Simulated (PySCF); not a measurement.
**Gallium: a sound run and one with changed settings**

Sound run: Ga+ [Ar] 3d10 4s2, Ga(2+) [Ar] 3d10 4s1. Computed with PySCF 2.14 in jorge-DZP-DKH (8s6p2d1f, 43 functions), with scalar relativity by spin-free X2C-1e. In the sound run the correlated levels freeze [Ar] 3d10. The sound run starts from symmetry-adapted Hartree-Fock orbitals and uses a fine grid where one is needed.

Changed run: no relativity, point nucleus. This setting is unsound on purpose.

| species | method | sound run (hartree) | changed run (hartree) | converged |
| --- | --- | --- | --- | --- |
| Ga+ | UHF | -1941.86198 | -1918.56332 | yes |
| Ga+ | TPSS | -1943.47341 | -1920.09888 | yes |
| Ga+ | PBE | -1943.22072 | -1919.82798 | yes |
| Ga+ | MP2 | -1941.88374 | -1918.58505 | yes |
| Ga+ | CCSD(T) | -1941.89510 | -1918.59680 | yes |
| Ga(2+) | UHF | -1941.17637 | -1917.89100 | yes |
| Ga(2+) | TPSS | -1942.72959 | -1919.37041 | yes |
| Ga(2+) | PBE | -1942.46600 | -1919.08862 | yes |

Ionisation energy of Ga+:

```tsv
method	sound run (eV)	changed run (eV)
UHF	18.656	18.295
TPSS	20.240	19.823
PBE	20.537	20.119
MP2	19.249	18.886
SCS-MP2	19.367	19.004
CCSD	19.558	19.206
CCSD(T)	19.558	19.206
CCSDT	19.558	19.206
FCI	19.558	19.206
```

Most of the change in total energy is the relativistic energy itself. On top of that the contraction fixes the core shape for the Hamiltonian it was made with, so the changed run is not a good calculation with the other Hamiltonian either.

For comparison, NIST gives 20.515 eV between the lowest levels.
